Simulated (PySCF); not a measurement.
Telling isomers of C6H12OSi apart by NMR

All values are calculated (PySCF 2.14.0 with density-fitted response routines): structure optimised with GFN2-xTB, PBE0/pcSseg-1 with gauge-including orbitals. Isolated molecule, rapidly exchanging positions averaged, one conformer, non-relativistic Hamiltonian.

Scale: TMS for 1H, 13C (reference shieldings calculated alike). Where no couplings were computed, multiplicities follow the n + 1 count of equivalent neighbours, and m marks all less simple cases (inequivalent or close neighbours, rings, F or P nearby). Shifts are as computed. Against solution values, carbons near 30 ppm lie about +3 ppm off and those near 130 ppm about +5 ppm. Of 1211 compounds with measured shifts, 218 miss one by over three times the rms of a fit or turn the order of signals round; such compounds aren't used in these exercises.

(1) Tabulate the signals of `C=C(C=C(C)C)O[SiH3]`, `C1CC1OC1C[SiH2]C1` and their relative energies.

(2) What is the quickest way to tell C=C(C=C(C)C)O[SiH3] from C1CC1OC1C[SiH2]C1?

## Answers

(1) 
```tsv
SMILES	carbon types	δC	δH	E rel. (kcal/mol)
C=C(C=C(C)C)O[SiH3]	2×C 1×CH 1×CH2 2×CH3	166.2, 146.4, 127.8, 94.2, 31.6, 22.2	5.88 (s, 1H), 4.98 (s, 3H), 4.32 (br s, 1H), 4.12 (br s, 1H), 2.17 (s, 3H), 1.92 (s, 3H)	0.0
C1CC1OC1C[SiH2]C1	2×CH 4×CH2	78.0, 55.3, 22.1, 6.4	4.47 (m, 1H), 4.32 (m, 1H), 4.16 (m, 1H), 2.94 (m, 1H), 1.89 (m, 2H), 1.66 (m, 2H), 0.63 (m, 2H), 0.32 (m, 2H)	29.0
```

Energies are electronic energies at PBE0/pcSseg-1 on these geometries, without zero-point or thermal terms, each for the one conformer computed, which needn't be the lowest.

(2) Count the carbon signals: 6 against 4. The first has an alkene carbon bearing oxygen (C) at 166.2 ppm, the second a three-membered-ring carbon (CH) at 55.3 ppm. Their most deshielded carbons lie at 166.2 and 78.0 ppm. In the proton spectra the most deshielded non-exchanging signals are 5.88 (s, 1H) and 4.47 (m, 1H).
